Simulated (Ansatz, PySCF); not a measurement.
C5H3F, SMILES C(=C=C)(C#C)F.

Geometry optimised at B3LYP-D3(BJ)/def2-SVP. The structure was generated by enumeration, and PubChem lists no compound with its InChIKey, so it may never have been made.

Vertical ionisation energy (IE) and electron affinity (EA) in eV. Rows of orbital energies are one-electron estimates. Where ΔSCF, EOM or ADC give a negative EA the extra electron is unbound and the value depends on the basis.

```tsv
level	IE	EA
−ε(HOMO), −ε(LUMO), r2SCAN/def2-TZVP (PySCF)	6.20	1.97
−ε(HOMO), −ε(LUMO), PBE/def2-TZVP (PySCF)	6.01	2.16
ΔSCF, PBE0/def2-SVPD (Ansatz), final states of multiplicity 2 and 2	9.17	-0.62
ΔSCF, PBE/def2-SVPD (Ansatz), final states of multiplicity 2 and 2	9.02	-0.48
```

Task: What vertical singlet–triplet gap does ΔSCF give with PBE0/def2-SVPD (Ansatz, a program for electronic structure) and with PBE/def2-SVPD (Ansatz)? (The exact figures need the calculation; the answer reports its results.)

Result: 3.53 and 3.50 eV (triplet above singlet where positive).
